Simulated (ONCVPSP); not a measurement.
# Scattering properties, ONCV potential for Tc (Z = 43)

Tc, optimised norm-conserving Vanderbilt (ONCV), made with ONCVPSP 4.0.1 (PBE, scalar-relativistic). Core [Ar] 3d10, reference 4s2 4p6 4d5 5s2. Waves: 4s+5s: rc 1.80 bohr, ncon 4, nbas 7, qcut 6 1/bohr, 2 projectors; 4p: rc 1.70 bohr, ncon 5, nbas 9, qcut 8.5 1/bohr, 2 projectors, debl 2.3 Ha; 4d: rc 1.70 bohr, ncon 4, nbas 8, qcut 10.1 1/bohr, local. Local part: the d channel. Core correction: Teter function fitted to the true core (icmod 2), fcfact 0.55.

The phase is arctan(r·R′/R) of the radial function R(r), unwrapped; energies in Ha, scanned from -4 to 5 Ha. A pole is an energy at which the radial function vanishes at the test radius. The pseudo phase is shifted by a multiple of π to meet the all-electron one at the reference energy, and phase errors are pseudo minus all-electron; the curves can meet again beyond the range given. Levels narrower than the energy grid can be missing from the lists of poles.

Problem. For each channel, where are the poles, and over which energies does the pseudopotential scatter like the atom?

Solution.

```
channel  radius (bohr)  reference energy (Ha)  poles, all-electron  poles, pseudo  unbroken range about the reference energy with phases within 0.05 rad  phase error 1 Ha above the reference energy (rad)
      s           1.83                  -0.19                -2.42    -2.42, 4.71                                                        the whole range                                             -0.002
      p           1.73                  -1.67                -1.04          -1.04                                                        the whole range                                             -0.000
      d           1.73                  -0.24                 0.97           0.96                                                              below 3.3                                             -0.001
```

Phases in the p channel:

| E (Ha) | all-electron | pseudo |
| --- | --- | --- |
| -3.98 | 1.211 | 1.210 |
| -3.74 | 1.178 | 1.178 |
| -3.50 | 1.134 | 1.134 |
| -3.26 | 1.074 | 1.074 |
| -3.02 | 0.983 | 0.983 |
| -2.78 | 0.833 | 0.833 |
| -2.54 | 0.551 | 0.551 |
| -2.30 | -0.004 | -0.004 |
| -2.06 | -0.702 | -0.702 |
| -1.82 | -1.129 | -1.129 |
| -1.58 | -1.347 | -1.347 |
| -1.34 | -1.472 | -1.472 |
| -1.10 | -1.555 | -1.555 |
| -0.86 | -1.617 | -1.617 |
| -0.62 | -1.667 | -1.667 |
| -0.38 | -1.713 | -1.713 |
| -0.14 | -1.756 | -1.756 |
| 0.10 | -1.800 | -1.800 |
| 0.34 | -1.848 | -1.848 |
| 0.58 | -1.903 | -1.903 |
| 0.82 | -1.970 | -1.970 |
| 1.06 | -2.056 | -2.056 |
| 1.30 | -2.172 | -2.172 |
| 1.54 | -2.339 | -2.339 |
| 1.78 | -2.585 | -2.585 |
| 2.02 | -2.934 | -2.936 |
| 2.26 | -3.347 | -3.349 |
| 2.50 | -3.710 | -3.712 |
| 2.74 | -3.969 | -3.971 |
| 2.98 | -4.142 | -4.144 |
| 3.22 | -4.261 | -4.263 |
| 3.46 | -4.346 | -4.348 |
| 3.70 | -4.409 | -4.411 |
| 3.94 | -4.458 | -4.460 |
| 4.18 | -4.497 | -4.499 |
| 4.42 | -4.529 | -4.531 |
| 4.66 | -4.556 | -4.558 |
| 4.90 | -4.579 | -4.581 |
